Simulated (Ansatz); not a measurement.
Stepwise reaction of `[CH3][V](=[NH])([Cl])[Cl]` with hydrogen fluoride, as a gas-phase model of exchange steps in deposition or etching. ΔE in kJ/mol; ΔG adds harmonic PBE0-D4 terms to CCSD(T)/CBS, at 1 bar.

Calculated with Ansatz (gas phase, PBE0-D4/def2-TZVP geometries, no zero-point term in ΔE). CBS: MP2 limit from def2 TZ/QZ plus the TZ coupled-cluster correction, frozen cores. This one scheme is used for every species. DFT in def2-TZVPP. B3LYP here is the variant with VWN-RPA as its local correlation; programs differ in this. For V outer-core shells are correlated without core-valence functions, which leaves a few kJ/mol of doubt a bond. Scalar relativity is left out up to krypton. Each species was taken in one conformer, which may not be the lowest.

```json
{"step": "1", "reaction": "`[CH3][V](=[NH])([Cl])[Cl]` + H–F → `[CH3][V](=[NH])([F])[Cl]` + HCl", "PBE-D4": "-7.8", "B3LYP-D4": "-7.0", "ωB97M-V": "-8.6", "CCSD(T)/CBS": "6.1", "ΔG(500 K)": "0.3"}
{"step": "2", "reaction": "`[CH3][V](=[NH])([F])[Cl]` + H–F → `[CH3][V](=[NH])([F])[F]` + HCl", "PBE-D4": "-8.9", "B3LYP-D4": "-8.3", "ωB97M-V": "-9.3", "CCSD(T)/CBS": "4.1", "ΔG(500 K)": "-1.9"}
```

**Question.** By hand: ΔE of the 2 steps together at CCSD(T)/CBS.

**Answer.** (6.1) + (4.1) = 10.2 kJ/mol, or 5.1 kJ/mol a step.

In ΔE the steps differ by no more than 2.0 kJ/mol. ΔG lies between -1.9 and 0.3 kJ/mol a step. PBE-D4 differs from CCSD(T)/CBS by -13.9 to -13.0 kJ/mol a step. Isolated molecules leave out the surface, adducts and barriers. Largest T1 diagnostic: 0.031.
